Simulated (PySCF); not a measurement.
CH4AlFOSe. Atoms are numbered in the order given.

```xyz
9

Al    -0.4213     0.5210     0.0000
F     -2.0589     0.8081     0.0000
O      0.6923     1.7713     0.0000
C      0.8374     3.1525     0.0000
H      1.4018     3.4813     0.8897
H     -0.1316     3.6831     0.0000
H      1.4018     3.4813    -0.8897
Se     0.3472    -1.6362     0.0000
H     -1.0331    -2.1483     0.0000
```

The structure is a stationary point at PBE0-D3(BJ)/def2-SVP. The values are those of a single conformer.

These are PBE/def2-TZVP (PySCF) values and carry that method's errors.

Symmetry labels are those of the subgroup Cs that the program uses (full group Cs).

### Question
List the valence orbital energies around the gap with their symmetry. (The exact figures need the calculation; the answer reports its results.)

### Answer

```csv
orbital,symmetry,energy (eV)
HOMO−7,A',-10.73
HOMO−6,A',-9.82
HOMO−5,A",-9.55
HOMO−4,A',-9.48
HOMO−3,A',-7.91
HOMO−2,A",-7.05
HOMO−1,A',-7.04
HOMO,A",-6.33
LUMO,A',-1.60
LUMO+1,A',-0.82
LUMO+2,A",-0.79
LUMO+3,A',0.60
```
